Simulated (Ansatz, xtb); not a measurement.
## Relative energy of two structures of GeH5NP

Structure I: `[NH2][GeH2][PH]`, a doublet. Structure II: a doublet given by its coordinates. Both are isolated molecules in the gas phase, relaxed with B3LYP-D3(BJ)/def2-SVP; the shapes shown needn't be the lowest conformers.

I (Å):

```xyz
8

Ge    0.1044   -0.5178    0.1065
N    -1.1194   -0.0045    1.4033
P     1.6381    1.1530   -0.5211
H    -0.7214   -0.9711   -1.1184
H     0.8916   -1.7041    0.6998
H    -0.6839    0.2494    2.2899
H    -1.7122    0.7743    1.1165
H     0.5739    2.0216   -0.9411
```

II (Å):

| atom | x (Å) | y (Å) | z (Å) |
| --- | --- | --- | --- |
| Ge | -0.4151 | -0.1031 | -1.0903 |
| N | -1.1419 | -0.7634 | 0.9426 |
| P | 1.0874 | -2.0080 | -0.9643 |
| H | -2.1353 | -1.0024 | 0.9395 |
| H | -0.9916 | -0.0496 | 1.6581 |
| H | -0.6071 | -1.5990 | 1.1988 |
| H | 2.3007 | -1.3582 | -1.3504 |
| H | 0.8504 | -2.5623 | -2.2605 |

Close contacts (Å): Ge1–N2 2.26, Ge1–P3 2.43, N2–H4 1.02, N2–H5 1.02, N2–H6 1.02, P3–H7 1.43, P3–H8 1.43.

Quicker runs give these differences E(II) − E(I): GFN2-xTB +0.87 kcal/mol; HF/STO-3G +50.73 kcal/mol (at GFN2-xTB geometries); r2SCAN-D4/def2-SVP −3.36 kcal/mol (at GFN2-xTB geometries).

Q: Estimate E(II) − E(I) at the level CCSD(T)/def2-SVP + ΔMP2/def2-TZVPP.

A: Too close to call at this level: CCSD(T)/def2-SVP + ΔMP2/def2-TZVPP gives E(II) − E(I) = −0.19 kcal/mol.

Level by level:

| level | geometry | E(II) − E(I) (kcal/mol) | departure from the last row (kcal/mol) | job, with rough time for the two |
| --- | --- | --- | --- | --- |
| GFN2-xTB | GFN2-xTB | +0.87 | +1.06 | optimisation, 0.22 s |
| HF/STO-3G | GFN2-xTB | +50.73 | +50.92 | single point, 0.32 s |
| r2SCAN-D4/def2-SVP | GFN2-xTB | −3.36 | −3.17 | single point, 2.5 s |
| B3LYP-D3(BJ)/def2-SVP | B3LYP-D3(BJ)/def2-SVP | −7.68 | −7.49 | optimisation, 53 s |
| HF/def2-SVP | B3LYP-D3(BJ)/def2-SVP | +0.43 | +0.63 | part of the CCSD(T) run |
| MP2/def2-SVP | B3LYP-D3(BJ)/def2-SVP | −1.31 | −1.11 | part of the CCSD(T) run |
| CCSD(T)/def2-SVP | B3LYP-D3(BJ)/def2-SVP | −2.73 | −2.53 | single point |
| CCSD(T)/def2-SVP + ΔMP2/def2-TZVPP | B3LYP-D3(BJ)/def2-SVP | −0.19 |  | single point, 23 s |

The largest departure from CCSD(T)/def2-SVP + ΔMP2/def2-TZVPP is that of HF/STO-3G, 50.92 kcal/mol. The last row adds to CCSD(T) the change of the MP2 difference between the two basis sets, here +2.53 kcal/mol.

With harmonic frequencies from B3LYP-D3(BJ)/def2-SVP (ideal gas, rigid rotor, one conformer each, 298.15 K, 1 atm): on the last row, ΔE + ΔZPE = +3.20, ΔH = +3.45, ΔG = +2.38 kcal/mol.

Open shells are spin-unrestricted. The correlated steps freeze 15 core orbitals; the filled d shell of Ge is correlated, in a basis made for valence electrons. Mirror images aren't counted in ΔG. Run with Ansatz 0.2.0, xtb 6.7.1; the last row on 2 threads of Intel(R) Xeon(R) 6975P-C (Granite Rapids) on a shared host.
